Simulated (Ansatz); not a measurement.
Abstraction of Cl: C3H5Cl + CBrCl2 → C3H5 + CBrCl3

Gas-phase species: C3H5Cl (2-chloropropene) `C=C(C)Cl`, singlet; CBrCl2 `Cl[C](Cl)Br`, doublet; C3H5 `C=[C]C`, doublet; CBrCl3 (bromotrichloromethane) `ClC(Cl)(Cl)Br`, singlet. A radical takes Cl: the energy is the difference in strength between two C–Cl bonds in different surroundings.

Shapes, held fixed at every level: PBE0-D4/def2-TZVP. Programs: Ansatz 0.2.0. The zero-point and thermal change to 298 K, harmonic and unscaled (PBE0-D4/def2-TZVP), is -6.6 kJ/mol.

```json
{"level": "HF/def2-SVP", "kind": "Hartree–Fock", "ΔH(298 K) (kJ/mol)": "+105.5", "CPU time (sum over the molecules)": "–"}
{"level": "PBE-D4/def2-TZVPP", "kind": "GGA", "ΔH(298 K) (kJ/mol)": "+111.9", "CPU time (sum over the molecules)": "28 s"}
{"level": "B3LYP-D4/def2-TZVPP", "kind": "global hybrid", "ΔH(298 K) (kJ/mol)": "+112.9", "CPU time (sum over the molecules)": "51 s"}
{"level": "BHLYP-D4/def2-TZVPP", "kind": "global hybrid", "ΔH(298 K) (kJ/mol)": "+114.9", "CPU time (sum over the molecules)": "40 s"}
{"level": "PBE0-D4/def2-TZVPP", "kind": "global hybrid", "ΔH(298 K) (kJ/mol)": "+114.8", "CPU time (sum over the molecules)": "38 s"}
{"level": "wB97M-V/def2-TZVPP", "kind": "range-separated hybrid", "ΔH(298 K) (kJ/mol)": "+108.2", "CPU time (sum over the molecules)": "2.2 min"}
{"level": "B2PLYP/def2-TZVPP", "kind": "double hybrid", "ΔH(298 K) (kJ/mol)": "+113.9", "CPU time (sum over the molecules)": "55 s"}
```

B2PLYP/def2-TZVPP gives ΔH(298 K) = +113.9 kJ/mol; the levels span +105.5 to +114.9. The median of the levels is +112.9. No measured value is set beside it here. Spin contamination: C3H5 (⟨S²⟩ up to 0.91). Open shells run unrestricted. Relativity is left out for Br. Outer-core shells of Br are correlated, in sets that cover them unevenly. Times are processor times on shared x86 and Arm servers, and rough.
